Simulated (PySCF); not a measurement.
Rh³⁵⁺ (rhodium, charge +35) across methods

[Ne], closed-shell 1S. Computed with PySCF 2.14 in an uncontracted even-tempered set (19 s from 13 bohr⁻², ratio 2.2; 12 p from 17 bohr⁻², ratio 2.2; 6 d from 75 bohr⁻², ratio 2.4; 5 f from 110 bohr⁻², ratio 2.4; 4 g from 170 bohr⁻², ratio 2.4), with scalar relativity by spin-free X2C-1e.

| method | E (hartree) | mean ε 1s (eV) | mean ε 2s (eV) | mean ε 2p (eV) | Σ⟨r²⟩ (bohr²) | ⟨S²⟩ |
| --- | --- | --- | --- | --- | --- | --- |
| BP86 | -3759.17 | -25095.8 | -5292.9 | -4972.7 | 0.1540 | 0.000 |
| PBE | -3758.34 | -25090.7 | -5291.8 | -4971.6 | 0.1541 | 0.000 |
| UHF | -3758.40929 | -25425.1 | -5409.5 | -5066.8 | 0.1538 | 0.000 |
| LDA | -3753.49 | -25058.1 | -5285.8 | -4968.9 | 0.1542 | 0.000 |
| r2SCAN | -3758.97 | -25135.4 | -5309.3 | -4983.0 | 0.1539 | 0.000 |
| PBE0 | -3758.46 | -25174.4 | -5321.7 | -4995.9 | 0.1540 | 0.000 |
| revPBE | -3758.72 | -25091.7 | -5292.4 | -4971.7 | 0.1540 | 0.000 |
